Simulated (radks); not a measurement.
Q: The mean radii <r> (bohr) of the occupied orbitals of an atom or ion are listed with their occupations. Method: Dirac Kohn-Sham, BLYP, spin-unpolarised, spherical densities, point nucleus; computed with a radial shooting solver on a logarithmic mesh with Libxc functionals.

| orbital | occ. | <r> |
|---|---|---|
| 1s1/2 | 2 | 0.03428 |
| 2s1/2 | 2 | 0.1493 |
| 2p1/2 | 2 | 0.1271 |
| 2p3/2 | 4 | 0.1318 |
| 3s1/2 | 2 | 0.4153 |
| 3p1/2 | 2 | 0.4092 |
| 3p3/2 | 4 | 0.4198 |
| 3d3/2 | 4 | 0.3971 |
| 3d5/2 | 6 | 0.4006 |
| 4s1/2 | 2 | 1.057 |
| 4p1/2 | 2 | 1.152 |
| 4p3/2 | 4 | 1.182 |
| 4d3/2 | 4 | 1.718 |
| 4d5/2 | 1 | 1.742 |
| 5s1/2 | 2 | 3.312 |

Name the element and its charge. Open shells, if any, fill j = l - 1/2 first.

A: Z = 43, technetium, charge 0: Tc in [Kr] 4d5 5s2. The 1s radius gives Z: for a bare nucleus <r> = (2 gamma + 1)/(2Z) with gamma = sqrt(1 - (Z/c)^2), 0.03371 bohr for Z = 43, and screening makes it slightly larger (0.03428 here). The occupations add up to 43, and the charge is Z minus that.
